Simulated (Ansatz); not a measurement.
Reaction (cleavage of the Al–Si bond): `C[Si](C)(C)[Al]([F])[F]` + `CC(C)N` → `CC(C)[NH][Al]([F])[F]` + trimethylsilane

Calculated with Ansatz (gas phase, PBE0-D4/def2-TZVP geometries, no zero-point term in ΔE). CBS: MP2 limit from def2 TZ/QZ plus the TZ coupled-cluster correction, frozen cores. DFT in def2-TZVPP. B3LYP here is the variant with VWN-RPA as its local correlation; programs differ in this. Each species was taken in one conformer, which may not be the lowest.

| level | ΔE (kJ/mol) | difference from CCSD(T)/CBS |
| --- | --- | --- |
| PBE-D4 | -64.5 | 21.1 |
| r2SCAN-D4 | -85.9 | -0.3 |
| PBE0-D4 | -71.1 | 14.5 |
| B3LYP-D4 | -84.1 | 1.5 |
| ωB97X-V | -82.5 | 3.1 |
| ωB97M-V | -88.3 | -2.7 |
| B2PLYP | -87.7 | -2.1 |
| PBE | -63.3 | 22.3 |
| r2SCAN | -85.7 | -0.1 |
| PBE0 | -70.4 | 15.2 |
| B3LYP | -82.2 | 3.4 |
| HF/def2-TZVPP | -96.6 | -11.0 |
| MP2/def2-TZVPP | -94.2 | -8.6 |
| SCS-MP2/def2-TZVPP | -94.7 | -9.1 |
| CCSD/def2-TZVPP | -89.3 | -3.7 |
| CCSD(T)/def2-TZVPP | -87.2 | -1.6 |
| HF/def2-QZVPP | -97.2 | -11.6 |
| MP2/def2-QZVPP | -93.5 | -7.9 |
| SCS-MP2/def2-QZVPP | -94.2 | -8.6 |
| HF/CBS(def2) | -97.3 | -11.7 |
| MP2/CBS(def2) | -92.6 | -7.0 |
| CCSD/CBS(def2) | -87.7 | -2.1 |
| CCSD(T)/CBS | -85.6 | 0 |

Largest T1 diagnostic among the species: 0.012.

From PBE to PBE0 (25 % exact exchange), in def2-TZVPP and without D4, ΔE moves by −7.1 kJ/mol.
